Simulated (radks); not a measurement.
Q: Sb II, configuration [Kr] 4d10 5s2 5p2. Calculated with a radial shooting solver on a logarithmic mesh with Libxc functionals: Dirac Kohn-Sham, PBE, spin-unpolarised, spherical densities, point nucleus; open shells are shared between the two j in proportion to 2j + 1. Some entries of the table are withheld. Estimate them.

orbital,occ.,eigenvalue (eV),r(max) (bohr)
1s1/2,2,-30293.69,0.01834
2s1/2,2,-4615.609,0.1038
2p1/2,2,-4318.480,0.07983
2p3/2,4,-4066.661,0.08445
3s1/2,2,-911.8195,0.3001
3p1/2,2,(1),0.2865
3p3/2,4,(2),0.2969
3d3/2,4,-529.6293,(3)
3d5/2,6,-519.9732,(4)
4s1/2,2,-157.2354,0.7231
4p1/2,2,-116.1856,(5)
4p3/2,4,-107.5974,(6)
4d3/2,4,-42.7248,0.8418
4d5/2,6,-41.4792,0.8510
5s1/2,2,-20.6270,1.874
5p1/2,0.666667,-12.5001,2.193
5p3/2,1.33333,-11.7627,2.280

A: 
(1) 3p1/2 eigenvalue (eV): -790.4040
(2) 3p3/2 eigenvalue (eV): -743.9376
(3) 3d3/2 r(max) (bohr): 0.2426
(4) 3d5/2 r(max) (bohr): 0.2455
(5) 4p1/2 r(max) (bohr): 0.7461
(6) 4p3/2 r(max) (bohr): 0.7706
